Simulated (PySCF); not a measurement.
Si(GeH3)(H)2(OMe) (CH8GeOSi), SMILES CO[SiH2][GeH3]. Atoms are numbered in the order given.

```xyz
12

Si    -0.4443    -1.1172     0.2905
Ge     1.2604     0.5406     0.0562
O     -1.8147    -0.7094    -0.5676
C     -2.5726     0.4435    -0.3332
H      0.0189    -2.4190    -0.2643
H     -0.7610    -1.2800     1.7480
H      0.8092     1.9010     0.6250
H      2.5276     0.1084     0.8203
H      1.6340     0.7462    -1.4241
H     -2.9712     0.4778     0.6980
H     -3.4265     0.4516    -1.0272
H     -1.9895     1.3685    -0.5021
```
Charge 0, spin multiplicity 1.

The structure is a stationary point at PBE0-D3(BJ)/def2-SVP. The structure was generated by enumeration, and PubChem lists no compound with its InChIKey, so it may never have been made. One conformer was computed; it need not be the lowest.

Calculation: PySCF with PBE/def2-TZVP.

The molecule is in vacuum.

Computed frontier levels, gap, dipole moment and polarisability:
```json
{
  "highest_occupied_level": "-6.35 eV",
  "lowest_empty_level": "-1.04 eV",
  "orbital_gap": "5.31 eV",
  "dipole_moment": "0.90 D",
  "quadrupole, principal values (traceless, Buckingham form, about the centre of nuclear charge)": "-4.84, -0.67, 5.51 D·Å",
  "mean_static_polarisability": "79.4 bohr³ (11.76 Å³)",
  "polarisability_principal_values": "68.8, 78.0, 91.3 bohr³"
}
```
